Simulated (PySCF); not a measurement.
**Static response to an electric field**

Species: C₄H₁₀N₂OSi₂.
Numbering: `[CH3:1][c:2]1[cH:3][c:4]([N:5]([SiH3:6])[SiH3:7])[o:8][n:9]1` (hydrogens: H10, H11, H12 on C1; H13 on C3; H14, H15, H16 on Si6; H17, H18, H19 on Si7)

Cartesian coordinates in Å at the PBE0-D3(BJ)/def2-SVP level; atoms count from 1:
```xyz
19
C4H10N2OSi2 angstrom
C      3.2559   -1.0922   -0.3464
C      1.8616   -0.5737   -0.3102
C      0.6944   -1.2210    0.1906
C     -0.2942   -0.2945   -0.0277
N     -1.6454   -0.2518    0.2070
Si    -2.5239    1.2251   -0.2689
Si    -2.3849   -1.6598    0.9817
O      0.2366    0.7915   -0.5995
N      1.5926    0.6193   -0.7792
H      3.6135   -1.3264    0.6677
H      3.9202   -0.3402   -0.7913
H      3.3157   -2.0153   -0.9426
H      0.6119   -2.2085    0.6354
H     -2.4150    1.4569   -1.7354
H     -2.0174    2.4093    0.4783
H     -3.9413    0.9576    0.1021
H     -1.7727   -1.8839    2.3247
H     -3.8383   -1.3746    1.1069
H     -2.1544   -2.8760    0.1474
```

Level: CAM-B3LYP/def2-SVPD (PySCF), static field, nuclei fixed, core orbitals frozen in the response. The polarisability tensor in these axes (au):

```
x   147.35  -7.54  -8.35
y    -7.54 112.58 -10.20
z    -8.35 -10.20  92.16
```

**Question.** Give the principal values, the mean and the anisotropy Δα = √{½[(α1 − α2)² + (α2 − α3)² + (α1 − α3)²]}.

**Answer.** Principal values 86.09, 116.40 and 149.60 au; mean 117.37 au = 17.39 Å³ = 19.35 × 10⁻⁴⁰ C²·m²/J; Δα = 55.02 au (47 % of the mean).

**Question.** What is the dipole moment, and where does it point?

**Answer.** (-1.38, -2.42, 1.32) D, 3.09 D in size, pointing from the negative to the positive side. Measured along this direction, the outermost atoms are H11 at the negative end and H19, H18 and H17 at the positive end.

**Question.** What depolarisation ratio follows for Rayleigh scattering of linearly polarised light, taking the static tensor?

**Answer.** ρ = 3Δα²/(45ᾱ² + 4Δα²) = 9082.0/(619861 + 12109.3) = 0.0144.

**Question.** Molar refractivity from α?

**Answer.** Lorentz–Lorenz: R = (4π/3)N_A α = 2.5225 cm³/(mol·Å³) × 17.39 Å³ = 43.9 cm³/mol, in the limit of long wavelengths.

**Question.** Refractivity n − 1 of an ideal gas of it at 400 K and 1 atm, from the electronic α?

**Answer.** N = p/kT = 1.8347 × 10¹⁹ cm⁻³, so n − 1 = 2π × N × 17.39 × 10⁻²⁴ cm³ = 2005 × 10⁻⁶ at long wavelengths, for an ideal gas.

**Question.** Along which axes do the principal values lie, and how far do the nuclei extend along each?

**Answer.** Largest value along (0.98, -0.17, -0.11), where the nuclei span 8.02 Å; middle along (0.11, 0.90, -0.42), 4.67 Å; least along (0.17, 0.40, 0.90), 2.45 Å. The response follows the extents in order.

Geometry: PBE0-D3(BJ)/def2-SVP; no solvent, vibrations or thermal averaging.

The run behind these numbers computed excited states and ΔSCF ions as well. Hardware: one thread, Arm Neoverse N1 (aarch64), shared host with 64 logical CPUs at a one-minute load of 60. Cost: 6.0 min (grids of density and orbitals included), 1.5 GiB resident at most.
